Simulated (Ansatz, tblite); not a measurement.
Spin states of the cluster HgS₂⁻, each relaxed with PBE-D4/def2-TZVPD in Ansatz. Electronic energies in the gas phase.

In the def2 sets Hg takes a core potential; there is no spin–orbit coupling. The xTB rows come from tblite. Correlated methods freeze 10 core orbitals; core or outer-core shells of Hg are correlated, in sets that lack core-valence functions. In CCSD on the charge -1 doublet the largest single amplitude is 0.27, so its Hartree–Fock determinant may place the open shell otherwise than the density functionals do. HOMO above LUMO, or a gap near zero within one spin, warns that the state may not be the lowest or that an electron is smeared out. The structure comes from a short search, and lower isomers may exist.

Doublet geometry (D∞h within 0.1 Å):

```xyz
3

Hg    0.000    0.000    0.000
S     0.457   -0.382   -2.219
S    -0.457    0.382    2.219
```

Quartet geometry (C2v within 0.1 Å):

```xyz
3

Hg   -0.831   -0.387    1.134
S     0.599   -1.175   -0.900
S     0.233    1.561   -0.235
```

Only these spin states were relaxed.

| level | quartet − doublet (kcal/mol) | lowest of these | remarks |
| --- | --- | --- | --- |
| GFN2-xTB | 47.4 | doublet | – |
| HF/def2-TZVPD | 45.7 | doublet | – |
| PBE-D4/def2-TZVPD | 52.3 | doublet | gap within one spin near zero (doublet) |
| revPBE-D4/def2-TZVPD | 50.2 | doublet | gap within one spin near zero (doublet) |
| BLYP-D4/def2-TZVPD | 47.8 | doublet | HOMO above zero (quartet), gap within one spin near zero (doublet) |
| BHLYP-D4/def2-TZVPD | 50.6 | doublet | – |
| RPA@PBE/def2-TZVPD | 52.1 | doublet | – |
| CCSD/def2-TZVPD | 51.7 | doublet | – |

(1) Estimate the rows for GFN1-xTB, r2SCAN-D4/def2-TZVPD, PBE0-D4/def2-TZVPD, r2SCAN0-D4/def2-TZVPD, ωB97X-V/def2-TZVPD, MP2/def2-TZVPD, CCSD(T)/def2-TZVPD.

(2) How do the metal–ligand distances follow the spin state?

Answers

(1) 
```csv
level,quartet − doublet (kcal/mol),lowest of these
GFN1-xTB,51.6,doublet
r2SCAN-D4/def2-TZVPD,53.7,doublet
PBE0-D4/def2-TZVPD,55.3,doublet
r2SCAN0-D4/def2-TZVPD,54.1,doublet
ωB97X-V/def2-TZVPD,57.2,doublet
MP2/def2-TZVPD,54.0,doublet
CCSD(T)/def2-TZVPD,53.7,doublet
```

The xTB methods have no spin-polarisation term.

(2) 
```json
{"state": "doublet", "donor atoms": "2", "mean metal–ligand distance (Å)": "2.297", "range (Å)": "2.30–2.30", "Mulliken spin on the metal (PBE0)": "-0.07"}
{"state": "quartet", "donor atoms": "2", "mean metal–ligand distance (Å)": "2.608", "range (Å)": "2.61–2.61", "Mulliken spin on the metal (PBE0)": "0.48"}
```

⟨S²⟩ at PBE0-D4/def2-TZVPD: doublet 0.77 (pure 0.75), quartet 3.77 (pure 3.75). The unpaired electrons of the doublet sit mostly on the ligands. The unpaired electrons of the quartet sit mostly on the ligands.
